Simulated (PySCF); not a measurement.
## C₆ coefficients of unlike pairs at PBE0

Calculated with PySCF 2.14 from the dipole response of each species, C₆(A,B) = (3/π) ∫ α_A(iu) α_B(iu) du, in atomic units, from isotropic polarisabilities. For ions this is the dispersion term alone; charge-induced terms of lower order in 1/R come first.

```json
{"species": "Au²⁺", "configuration": "[Xe] 4f14 5d9 (2D)", "basis": "aug-cc-pVTZ-PP with ECP60MDF (6s6p5d3f2g)", "relativity": "core potential", "α (bohr³)": "8.661", "C₆ (like pair)": "56.43"}
{"species": "W²⁺", "configuration": "[Xe] 4f14 5d4 (5D)", "basis": "aug-cc-pVQZ-PP with ECP60MDF (7s7p6d4f3g2h)", "relativity": "core potential", "α (bohr³)": "13.09", "C₆ (like pair)": "77.52"}
{"species": "Tc²⁺", "configuration": "[Kr] 4d5 (6S)", "basis": "aug-cc-pVDZ-PP with ECP28MDF (5s5p4d2f)", "relativity": "core potential", "α (bohr³)": "8.840", "C₆ (like pair)": "47.65"}
{"species": "O", "configuration": "[He] 2s2 2p4 (3P)", "basis": "def2-TZVPPD (6s4p3d1f)", "relativity": "none", "α (bohr³)": "5.394", "C₆ (like pair)": "16.13"}
```

(1) Estimate C₆ for Tc²⁺ with Au²⁺.

No spin-orbit coupling is included.

The other pairs:

```csv
pair,C₆
"O, W²⁺",35.29
"O, Au²⁺",29.81
"Tc²⁺, W²⁺",60.44
"O, Tc²⁺",27.64
"W²⁺, Au²⁺",65.02
```

Answers

(1) The integral gives 51.67. The combination rule 2 C_A C_B / (C_A α_B/α_A + C_B α_A/α_B) gives 51.57 and the geometric mean 51.85.
